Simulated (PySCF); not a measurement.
One of the candidates below gave these computed data.

All candidates are C7H13N.

| technique | computed result |
| --- | --- |
| NMR, other nuclei | isotropic shieldings of nuclei other than C and H, by class: -40 (1 N) ppm [GIAO PBE0/pcSseg-1] |
| UV, first state | lowest singlet excitation: 7.66 eV (162 nm, f = 0.000) [TDDFT CAM-B3LYP/def2-SVPD] |
| UV, strongest line | among the 10 lowest singlet transitions: S7 at 9.29 eV (133 nm, f = 0.075) [TDDFT CAM-B3LYP/def2-SVPD] |
| 1H NMR | chemical shifts (computed TMS as zero) by class: 1.91 (1 H), 1.21 (3 H), 1.03 (9 H) ppm [GIAO PBE0/pcSseg-1] |
| Valence photoelectron | vertical ionisation energy: 11.11 eV [ΔSCF CAM-B3LYP/def2-SVPD] |
| Polarisability | 87.0 au [CAM-B3LYP/def2-SVPD] |
| Triplet | lowest triplet excitation (Tamm–Dancoff): 6.32 eV [TDA CAM-B3LYP/def2-SVPD] |
| 13C NMR | chemical shifts (computed TMS as zero) by class: 127.7 (1 C), 38.2 (1 C), 33.6 (1 C), 28.3 (3 C), 14.7 (1 C) ppm [GIAO PBE0/pcSseg-1] |
| Dipole | 4.13 D [CAM-B3LYP/def2-SVPD] |
| Rotational structure | rotational constants A, B, C: 2.655, 1.689, 1.363 GHz [PBE0-D3(BJ)/def2-SVP] |

Gas-phase values; electronic properties from PySCF, density fitting. Levels stand in brackets. Isolated species at its PBE0-D3(BJ)/def2-SVP geometry, gas phase. NMR classes are plain means over equivalent atoms (diastereotopic ones count apart unless rotation or inversion swaps them), as if these changed places fast.

**Question.** Which candidate is it?
A. `C[C@H](C#N)C(C)(C)C`
B. `C1CC2CCCN2C1`
C. `[H]/N=C/[C@H](C)C/C=C/C`
D. `C[C@@H]1C[C@@H]2CC[C@H]1N2`

**Answer.** A. It is `C[C@H](C#N)C(C)(C)C`. Numbering: `[CH3:1][C@H:2]([C:3]#[N:4])[C:5]([CH3:6])([CH3:7])[CH3:8]`. Its formula, C7H13N, gives 2 degrees of unsaturation: 0 rings and 2 π bonds in the structure found. 7 carbons fall into 5 classes; from least to most shielded: nitrile carbon [C3] (127.7 ppm), sp3 carbon next to a nitrile [C2] (38.2 ppm), quaternary sp3 carbon [C5] (33.6 ppm), methyl carbon [C6/C7/C8] (28.3 ppm, 3 C, up to 8.5 ppm apart in this geometry), methyl carbon [C1] (14.7 ppm). Hydrogen classes from least to most shielded: 1 H on an sp3 carbon next to a nitrile, C2 (1.91 ppm), 3 H on a methyl carbon, C1 (1.21 ppm), 9 H on 3 methyl carbons, C6/C7/C8 (1.03 ppm, a mean of values up to 1.2 ppm apart in this geometry). The other shieldings belong to: -40 ppm, nitrile nitrogen [N4]. The first electron is taken from the HOMO, whose largest Löwdin shares are 0.27 on the nitrile nitrogen, 0.18 on the nitrile carbon, 0.14 on the sp3 carbon next to a nitrile and 0.13 on the quaternary sp3 carbon. The optimised geometry has point group C1 and is an asymmetric top.

The others, at the same levels:
- `C[C@@H]1C[C@@H]2CC[C@H]1N2` fails: it has 7 carbon classes against 5; its computed 13C shifts are 62.8 (1 C), 59.4 (1 C), 40.5 (1 C), 36.0 (1 C), 34.3 (1 C), 26.6 (1 C), 18.6 (1 C) ppm, 1H shifts are 3.18 (1 H), 2.99 (1 H), 1.89 (1 H), 1.81 (1 H), 1.67 (1 H), 1.22 (1 H), 1.14 (1 H), 1.03 (1 H), 0.88 (3 H), 0.26 (1 H), 0.21 (1 H) ppm and rotational constant A is 3.189 GHz (against 2.655 GHz).
- `[H]/N=C/[C@H](C)C/C=C/C` fails: its computed lowest singlet excitation is 5.35 eV (232 nm, f = 0.004) (against 7.66 eV), static isotropic polarisability is 94.6 au (against 87.0 au) and rotational constant A is 2.974 GHz (against 2.655 GHz).
- `C1CC2CCCN2C1` fails: it has 4 carbon classes against 5; its computed 13C shifts are 65.5 (1 C), 57.0 (2 C), 34.7 (2 C), 26.3 (2 C) ppm, 1H shifts are 3.33 (1 H), 2.95 (2 H), 2.36 (2 H), 1.60 (2 H), 1.44 (2 H), 1.39 (2 H), 1.12 (2 H) ppm and rotational constant A is 3.658 GHz (against 2.655 GHz).

Each candidate is one conformer, not necessarily the lowest. The conformers computed, where there is a choice (atom-mapped SMILES and torsion angles):
- `[CH3:1][C@H:2]([C:3]#[N:4])[C:5]([CH3:6])([CH3:7])[CH3:8]`: C1–C2–C5–C6 63°
- `[H]/[N:8]=[CH:7]/[C@@H:5]([CH2:4]/[CH:3]=[CH:2]/[CH3:1])[CH3:6]`: C2–C3–C4–C5 -114°, C3–C4–C5–C6 -61°, C4–C5–C7–N8 114°

The conformers of `C[C@@H]1C[C@@H]2CC[C@H]1N2` and `C1CC2CCCN2C1` aren't listed.
